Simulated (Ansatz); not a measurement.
Geometry optimisation, RKS PBE0/6-31G* in Ansatz 0.2.0.

input.yaml

```yaml
crystal:
  periodic: [false, false, false]
  atoms:
    - { symbol: Si, position_ang: [0.114718, 0.004494, -0.008359] }
    - { symbol: F, position_ang: [0.407644, -0.092694, 1.556696] }
    - { symbol: H, position_ang: [1.538528, 0.093808, -0.287937] }
    - { symbol: C, position_ang: [-0.863017, 1.532424, -0.450903] }
    - { symbol: H, position_ang: [-1.905234, 1.450615, -0.11952] }
    - { symbol: H, position_ang: [-0.431707, 2.432588, -0.000489] }
    - { symbol: H, position_ang: [-0.872267, 1.672867, -1.539592] }
    - { symbol: C, position_ang: [-0.727274, -1.533352, -0.651295] }
    - { symbol: H, position_ang: [-1.699159, -1.678253, -0.158863] }
    - { symbol: H, position_ang: [-0.914251, -1.450221, -1.731311] }
    - { symbol: H, position_ang: [-0.123479, -2.432375, -0.478827] }
basis:
  gaussian: { orbitals: "6-31G*" }
hamiltonian:
  xc: pbe0
relax:
  f_tol: 0.03
  max_steps: 50
output:
  orbitals: {}
```

Run as:

```bash
$ ansatz run input.yaml --threads 1 --pin off --max-ram 2048MiB --backend cpu --events-out ev --progress --plain --runs-dir out
```

**Question.** Where does it end, and by what steps?

**Answer.** The run converged. The force dipped under the threshold on the way, but the program's further checks kept it going. After 5 steps the energy has fallen by 0.255 eV; H3 moved furthest, 0.24 Å.

```
step  energy less start (eV)  largest force component (eV/Å)  accepted
   0                  0.0000                           1.465       yes
   1                 -0.2377                           0.172       yes
   2                 -0.1094                           0.657        no
   3                 -0.2527                           0.044       yes
   4                 -0.2538                           0.026       yes
   5                 -0.2547                           0.025       yes
```

```xyz
11
Properties=species:S:1:pos:R:3
Si 0.120 0.004 0.006
F 0.237 -0.106 1.618
H 1.511 0.108 -0.524
C -0.850 1.542 -0.423
H -1.877 1.487 -0.045
H -0.383 2.438 0.001
H -0.899 1.674 -1.510
C -0.703 -1.544 -0.642
H -1.709 -1.664 -0.224
H -0.797 -1.500 -1.734
H -0.125 -2.440 -0.392
```

Whether the end is a true minimum wasn't checked by a vibrational analysis.

Run time: 29 s on 1 thread of AMD EPYC 7R43 64-Core Processor (Zen 3) (shared host), peak memory 0.16 GiB.
